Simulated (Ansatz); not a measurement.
`C[SiH]([GeH3])C#N` and `C[SiH](C)[GeH3]` differ in one atom or group.

Ansatz, PBE0-D4/def2-TZVP geometries, multiplicity 1. 

Scalar relativity is left out up to krypton.

```
                                          property  `C[SiH]([GeH3])C#N`
           HOMO–LUMO gap (ωB97M-V/def2-TZVPP) / eV                11.65
              HOMO–LUMO gap (PBE0/def2-TZVPP) / eV                 7.76
               HOMO–LUMO gap (PBE/def2-TZVPP) / eV                 5.74
  size of the dipole moment (B3LYP/def2-TZVPP) / D                 3.95
size of the dipole moment (ωB97M-V/def2-TZVPP) / D                 3.93
             LUMO energy (ωB97M-V/def2-TZVPP) / eV                 1.18
```

(1) Give the same properties after the change, and the shifts. (An estimate is asked.)

## Answers

(1) Ansatz gave: 
```json
{"property": "HOMO–LUMO gap (ωB97M-V/def2-TZVPP) / eV", "`C[SiH](C)[GeH3]`": "11.82", "shift": "0.17"}
{"property": "HOMO–LUMO gap (PBE0/def2-TZVPP) / eV", "`C[SiH](C)[GeH3]`": "8.22", "shift": "0.46"}
{"property": "HOMO–LUMO gap (PBE/def2-TZVPP) / eV", "`C[SiH](C)[GeH3]`": "6.34", "shift": "0.60"}
{"property": "size of the dipole moment (B3LYP/def2-TZVPP) / D", "`C[SiH](C)[GeH3]`": "1.33", "shift": "-2.62"}
{"property": "size of the dipole moment (ωB97M-V/def2-TZVPP) / D", "`C[SiH](C)[GeH3]`": "1.32", "shift": "-2.61"}
{"property": "LUMO energy (ωB97M-V/def2-TZVPP) / eV", "`C[SiH](C)[GeH3]`": "2.10", "shift": "0.92"}
```

With PBE0 the HOMO rises by 0.76 eV and the LUMO rises by 1.23 eV, so the gap widens by about 0.47 eV. PBE moves the HOMO by 0.74 eV and ωB97M-V by 0.75 eV. Dipoles are sizes alone; their direction can turn.

B3LYP here is the variant with VWN-RPA as its local correlation; programs differ in this.
